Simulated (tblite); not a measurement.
Here is a computed GFN2-xTB geometry (Å):
```
C 
C   1  1.3645
C   2  1.3899  1  122.16
O   3  1.3572  2  120.23  1  -179.96
C   4  1.3588  3  119.15  2  -179.70
C   5  1.5011  4  110.30  3  -178.74
O   5  1.2020  4  123.20  3     0.59
C   2  1.5099  1  121.39  3  -179.92
F   8  1.3682  2  112.19  1    -1.08
H   1  1.0738  2  120.78  3     0.01
H   1  1.0734  2  120.99  3  -179.94
H   3  1.0801  2  122.96  1     0.21
H   6  1.0857  5  109.59  4  -156.70
H   6  1.0890  5  108.82  4    84.58
H   6  1.0860  5  110.36  4   -34.44
H   8  1.0963  2  110.57  1   118.30
H   8  1.0962  2  110.62  1  -120.54
```
Z-matrix in Å and degrees, rows numbered from 1.

Doublet state.

Question: Which heavy atoms are bonded, and with what formal order?

Answer: C1–C2 (double); C2–C3 (single); C3–O4 (single); O4–C5 (single); C5–C6 (single); C5–O7 (double); C2–C8 (single); C8–F9 (single). Hydrogens: H10, H11 on C1; H12 on C3; H13, H14, H15 on C6; H16, H17 on C8. The orders are those of one drawing; other resonance forms can be drawn.

Question: Which species is it?

Answer: `C=C([CH]OC(C)=O)CF`, C6H8FO2.

Question: Describe the place of each heavy atom.

Answer: C1: carbon bonded to C and 2 H; C2: carbon bonded to 3 C; C3: carbon bonded to C, O and H; O4: oxygen bonded to 2 C; C5: carbon bonded to C and 2 O; C6: carbon bonded to C and 3 H; O7: oxygen bonded to C; C8: carbon bonded to C, F and 2 H; F9: fluorine bonded to C.

Question: What is the arrangement about O4?

Answer: It has 2 neighbours (C3, C5) and is bent (angle 119.1°).

Question: What is the arrangement about C2?

Answer: It has 3 neighbours (C1, C3, C8) and is planar (angles 122.2°, 121.4° and 116.5°, sum 360.0°, 0.00 Å off the plane of its three neighbours).
